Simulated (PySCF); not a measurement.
**Computed data sheet: `CC(C)[Si@@H]([SiH3])O[SiH3]`**

Compound: C3H14OSi3.
Numbering: `[CH3:1][CH:2]([CH3:3])[Si@@H:4]([SiH3:5])[O:6][SiH3:7]` (hydrogens: H8, H9, H10 on C1; H11 on C2; H12, H13, H14 on C3; H15 on Si4; H16, H17, H18 on Si5; H19, H20, H21 on Si7)

Structural features include: Si–H bond, siloxane link and C–Si bond.

**PBE0-D3(BJ)/def2-SVP geometry optimisation, gas phase (PySCF)**

| Quantity | Value |
| --- | --- |
| Point group | C1 |
| Rotational constants A, B, C | 1.421, 1.056, 0.659 GHz |

From B3LYP/def2-SVPD ground state, ΔSCF and vertical TDDFT (core frozen in the response) (PySCF):

| Item | Value |
| --- | --- |
| Dipole moment | 1.24 D |
| HOMO energy | -7.34 eV |
| LUMO energy | -0.42 eV |
| HOMO–LUMO gap | 6.92 eV |
| Lowest singlet excitation | 6.00 eV (207 nm, f = 0.008) |
| Strongest line among the 10 lowest singlet transitions | S6 at 7.17 eV (173 nm, f = 0.154) |
| Lowest triplet excitation (Tamm–Dancoff) | 5.57 eV |
| Static isotropic polarisability | 125.6 au |
| Vertical ionisation energy | 9.13 eV |
| Electronic spatial extent ⟨r²⟩ about the centre of nuclear charge | 1844 bohr² |

From KT3/pcSseg-1 ground state and GIAO shieldings, non-relativistic (PySCF):

| Property | Result |
| --- | --- |
| 13C chemical shifts (computed TMS as zero) by class | 21.5 (C2), 20.9 (C1), 17.1 (C3) ppm |
| 1H chemical shifts (computed TMS as zero) by class | 4.97 (H15), 4.97 (H19/H20/H21), 3.29 (H16/H17/H18), 1.27 (H8/H9/H10), 1.20 (H11), 0.89 (H12/H13/H14) ppm |
| Isotropic shieldings of nuclei other than C and H, by class | 318 (O6), 359 (Si4), 409 (Si7), 474 (Si5) ppm |

**delta-SCF UKS SCAN, pcX-2 on the ionised atom, pcseg-1 elsewhere, spin-free X2C; 2p3/2 from a spin–orbit splitting computed afterwards within the 2p shell (PySCF)**

| Item | Value |
| --- | --- |
| Core binding energies | Si2p3/2 106.3 (Si5), Si2p3/2 106.7 (Si4), Si2p3/2 107.4 (Si7), C1s 290.1 (C2), C1s 290.6 (C1), C1s 290.6 (C3), O1s 537.6 (O6), Si1s 1845.9 (Si5), Si1s 1846.6 (Si4), Si1s 1847.4 (Si7) eV |

Monoisotopic mass (most abundant isotopes): 150.0352 u.

The largest Löwdin shares of the LUMO are 0.18 on Si7, 0.17 on Si4, 0.14 on Si5 and 0.11 on O6. S1 lies 0.92 eV below the HOMO–LUMO gap; its leading configuration is HOMO→LUMO, weight 0.98. With B = h/(8π²I), that is 505.379 GHz u Å² over I, the principal moments of inertia are 355.7, 478.6 and 767.4 u Å² (most abundant isotopes); the inertial defect Ic − Ia − Ib is -66.9 u Å² (zero for a rigid planar frame, negative otherwise). The polarisability is 18.62 Å³ as a volume (1 au = 0.148185 Å³), or 1.53 au for each of the 82 electrons. The ΔSCF ionisation energy exceeds −ε(HOMO) by 1.79 eV with B3LYP.

 NMR classes are plain means over equivalent atoms (diastereotopic ones count apart unless rotation or inversion swaps them), as if these changed places fast; in this geometry the members of some classes differ.

The values belong to the conformer `[CH3:1][CH:2]([CH3:3])[Si@@H:4]([SiH3:5])[O:6][SiH3:7]`: C1–C2–Si4–Si5 -175°, C2–Si4–O6–Si7 -8°.
